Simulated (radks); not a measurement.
Results of a calculation; reference values are marked as such.
All-electron atom: the tin ion Sn3+ in [Kr] 4d10 5s1. Code: a radial shooting solver on a logarithmic mesh with Libxc functionals. Model: scalar-relativistic Kohn-Sham, XLYP, spin-polarised, spherical densities, finite nucleus; open shells are filled with parallel spins first (spin-orbit coupling, left out, can overturn this in heavy ions); Fermi nuclear charge, rms radius 4.6519 fm.

X-ray form factor f0, the Fourier transform of the density (f0(0) = 47):

sin(theta)/lambda (1/angstrom),f0 (electrons)
0.05,46.490
0.1,45.051
0.15,42.916
0.2,40.364
0.25,37.649
0.3,34.954
0.4,30.053
0.5,26.089
0.6,23.068
0.8,19.061
1,16.362
1.25,13.481
1.5,10.913
2,7.357
